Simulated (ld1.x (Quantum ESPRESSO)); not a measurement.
Reading a pseudo-wave (oxygen (O))

Columns: radius, all-electron u(r) and pseudo u(r) of the 2p shell (level -9.20 eV) of oxygen in the configuration [He] 2s2 2p4; LDA (PZ), scalar-relativistic, TM scheme, ld1.x (Quantum ESPRESSO) 7.5.

```
r (bohr)  all-electron  pseudo
   0.065        0.0500  0.0206
   0.130        0.1573  0.0802
   0.195        0.2825  0.1726
   0.260        0.4051  0.2882
   0.325        0.5152  0.4150
   0.390        0.6087  0.5407
   0.455        0.6846  0.6540
   0.520        0.7436  0.7468
   0.585        0.7871  0.8147
   0.650        0.8169  0.8575
   0.715        0.8350  0.8779
   0.780        0.8432  0.8810
   0.845        0.8433  0.8719
   0.910        0.8369  0.8555
   0.975        0.8252  0.8355
   1.040        0.8094  0.8140
   1.105        0.7906  0.7920
   1.170        0.7693  0.7696
   1.235        0.7464  0.7464
   1.300        0.7223  0.7223
   1.365        0.6975  0.6975
   1.430        0.6722  0.6722
   1.495        0.6469  0.6469
   1.560        0.6216  0.6216
   1.625        0.5966  0.5966
   1.690        0.5720  0.5720
```

(1) How many radial nodes do the two functions have?

(2) At about which radius was the pseudo-wave matched?

(3) Is the pseudo-wave norm-conserving?

Results:

(1) The all-electron 2p function has n − l − 1 = 0; the pseudo-wave has 0.

(2) 1.30 bohr. The columns agree to 0.0005 from 1.17 bohr on; several derivatives are matched, so the curves merge somewhat inside the radius.

(3) Yes: the TM scheme keeps the norm inside the radius equal to the all-electron one, which fixes the energy derivative of the logarithmic derivative at the level.
